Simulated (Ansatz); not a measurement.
`F[CH2][SnH3]` + H₂ → `[CH3][SnH3]` + H–F at 600 K and 1 bar (hydrogenolysis of a C–F bond).

Isolated molecules relaxed with PBE0-D4/def2-TZVP in Ansatz; ΔE leaves out vibrations. CCSD(T)/CBS adds triple-zeta CCSD(T) − MP2 to the extrapolated MP2 energy (def2 sets, frozen cores). This one scheme is used for every species. def2 core potentials past Kr. For Sn outer-core shells are correlated without core-valence functions, which leaves a few kJ/mol of doubt a bond.

```
       species  CCSD(T)/CBS energy (Eh)  H − E (kJ/mol)  S (J/(mol·K))
`F[CH2][SnH3]`               -354.83026           177.3          388.5
            H₂                 -1.17544            43.9          150.8
 `[CH3][SnH3]`               -255.66383           191.1          350.4
           H–F               -100.39570            42.3          194.0
```

H − E and S are ideal-gas, rigid-rotor, harmonic terms from PBE0-D4/def2-TZVP. For small species the MP2-based limit differs from directly extrapolated CCSD(T) by up to some mEh (0.8 for H₂); such offsets cancel only in part. 1 Eh = 2625.50 kJ/mol, R = 8.31446 J/(mol·K).

Problem. By hand: ΔE, ΔH, ΔS and ΔG.

Solution. ΔE = (-255.66383) + (-100.39570) − (-354.83026) − (-1.17544) = -0.05383 Eh = -141.3 kJ/mol. Δ(H − E) = 191.1 + 42.3 − 177.3 − 43.9 = 12.2, so ΔH = -129.1 kJ/mol. ΔS = 350.4 + 194.0 − 388.5 − 150.8 = 5.1 J/(mol·K). ΔG = -129.1 − 600 × (5.1)/1000 = -132.2 kJ/mol.

Problem. By hand: the equilibrium constant, and the temperature at which ΔG would vanish if ΔH and ΔS stayed fixed.

Solution. log₁₀ K = −ΔG/(RT ln 10) = 11.5. ΔH and −TΔS have one sign here, so there is no such temperature.

The number of gas molecules stays the same, so ΔS is small and ΔH decides. A doubt of 5 kJ/mol in ΔE shifts log₁₀ K by 0.4 here. These are equilibria of isolated gas molecules and say nothing of rates. Largest T1 diagnostic: 0.013 (customary marks: 0.02 for closed shells, 0.045 for open ones).

ΔS is within the doubt of such terms, so its sign, and with it that verdict, could turn.
